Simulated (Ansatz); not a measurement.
SiHI₃, relaxed as a singlet with RKS r2SCAN-D4/def2-SVP in Ansatz, starting from the GFN2-xTB geometry. Force threshold 0.02 eV/Å.

In the def2 sets I takes a core potential; there is no spin–orbit coupling.

Start:

Cartesian coordinates in Å:
```
Si 0.162 0.091 0.033
H 1.401 0.787 0.279
I 0.216 -2.071 1.204
I -0.079 -0.268 -2.388
I -1.701 1.460 0.872
```

Problem. Estimate the energy that the relaxation releases and the steps that it takes.

Solution. 0.5 kcal/mol, in 3 steps; 31 s on 4 threads of Intel Xeon on a shared host. No frequencies were taken in this run, so the end may be a saddle point.

Problem. Does the start keep its bonding and symmetry?

Solution. By distances, no bond broke or formed. The bond that changes most is Si1–H2, from 1.44 to 1.48 Å (atoms count from 1). Point group C3v at the start, C3v at the end, both within 0.05 Å.

Problem. Predict the relaxed structure.

Solution. 
```xyz
5

Si    0.1369    0.0769    0.0276
H     1.4112    0.7927    0.2814
I     0.2206   -2.0667    1.2044
I    -0.0738   -0.2646   -2.3860
I    -1.6948    1.4617    0.8727
```
Bond lengths: 3 × I–Si 2.45 Å; 1 × H–Si 1.48 Å.
